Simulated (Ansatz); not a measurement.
One change: `[NH2][GeH2][Cl]` becomes `[SH][GeH2][Cl]`.

Ansatz, PBE0-D4/def2-TZVP geometries, multiplicity 1. Each molecule was computed in one conformer, which needn't be the lowest.

Scalar relativity is left out up to krypton.

```tsv
property	`[NH2][GeH2][Cl]`
size of the dipole moment (ωB97M-V/def2-TZVPP) / D	1.65
ideal-gas entropy at 298 K and 1 bar (rigid rotor, harmonic PBE0-D4/def2-TZVP) / J/(mol·K)	307
HOMO energy (PBE0/def2-TZVPP) / eV	-7.93
LUMO energy (PBE0/def2-TZVPP) / eV	0.28
zero-point energy (PBE0-D4/def2-TZVP) / kJ/mol	114.0
HOMO energy (B3LYP/def2-TZVPP) / eV	-7.67
```

**Question.** What does the change do to each property? (Estimate.)

**Answer.** Ansatz gave: 
```tsv
property	`[SH][GeH2][Cl]`	shift
size of the dipole moment (ωB97M-V/def2-TZVPP) / D	1.67	0.02
ideal-gas entropy at 298 K and 1 bar (rigid rotor, harmonic PBE0-D4/def2-TZVP) / J/(mol·K)	319	12
HOMO energy (PBE0/def2-TZVPP) / eV	-7.83	0.10
LUMO energy (PBE0/def2-TZVPP) / eV	-0.59	-0.87
zero-point energy (PBE0-D4/def2-TZVP) / kJ/mol	70.3	-43.7
HOMO energy (B3LYP/def2-TZVPP) / eV	-7.57	0.10
```

With PBE0 the HOMO rises by 0.10 eV and the LUMO falls by 0.87 eV, so the gap narrows by about 0.97 eV. PBE moves the HOMO by -0.09 eV and ωB97M-V by 0.24 eV. The zero-point energy changes by -43.7 kJ/mol with -3 modes. Dipoles are sizes alone; their direction can turn.

B3LYP here is the variant with VWN-RPA as its local correlation; programs differ in this.
